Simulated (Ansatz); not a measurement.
Ansatz results at the PBE0-D4/def2-TZVP geometry: size of the dipole moment (ωB97M-V/def2-TZVPP) 0.79 D; HOMO–LUMO gap (B3LYP/def2-TZVPP) 5.88 eV; HOMO energy (ωB97M-V/def2-TZVPP) -9.15 eV.

Each molecule was computed in one conformer, which needn't be the lowest.

**Question.** Which molecule gave them?
A. `F[SiH]([SeH])O[SiH3]`
B. `NC(N)(F)SS`
C. `CC(N)(F)C=O`
D. `N[Si]1(I)CO1`

**Answer.** B. The others give `F[SiH]([SeH])O[SiH3]`: 1.27, 6.78, -9.69; `CC(N)(F)C=O`: 3.41, 6.13, -10.03; `N[Si]1(I)CO1`: 2.69, 6.36, -9.48.

B3LYP here is the variant with VWN-RPA as its local correlation; programs differ in this.
